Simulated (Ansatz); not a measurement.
GaH₈NSi₂, SMILES `[SiH3][N]([SiH3])[GaH2]` at its PBE0-D4/def2-TZVP geometry, where that method's forces vanish. Charge 0, multiplicity 1.

```xyz
12

Si    0.9949    0.9708    0.9220
N    -0.0666   -0.1036    0.0681
Si   -0.2916    0.1146   -1.6383
Ga   -0.9490   -1.4649    0.9667
H     1.0599    0.5657    2.3496
H     2.3663    0.9336    0.3419
H     0.5128    2.3776    0.8379
H    -1.2572   -0.8965   -2.1400
H    -0.8151    1.4772   -1.9354
H     0.9964   -0.0380   -2.3707
H    -0.6724   -1.5678    2.4978
H    -1.8784   -2.3688    0.1004
```

**Question.** What forces (eV/Å) does ωB97M-V/def2-TZVPP give on these atoms in Ansatz? (Estimate.)

**Answer.** The calculation gave: 
```
Si1  0.127  0.128  0.107
N2   0.012  0.018 -0.012
Si3 -0.029  0.022 -0.206
Ga4 -0.079 -0.122  0.081
H5  -0.008  0.044 -0.162
H6  -0.154  0.004  0.061
H7   0.053 -0.158  0.006
H8   0.109  0.114  0.058
H9   0.061 -0.150  0.035
H10 -0.143  0.019  0.084
H11 -0.027  0.005 -0.132
H12  0.079  0.075  0.079
```
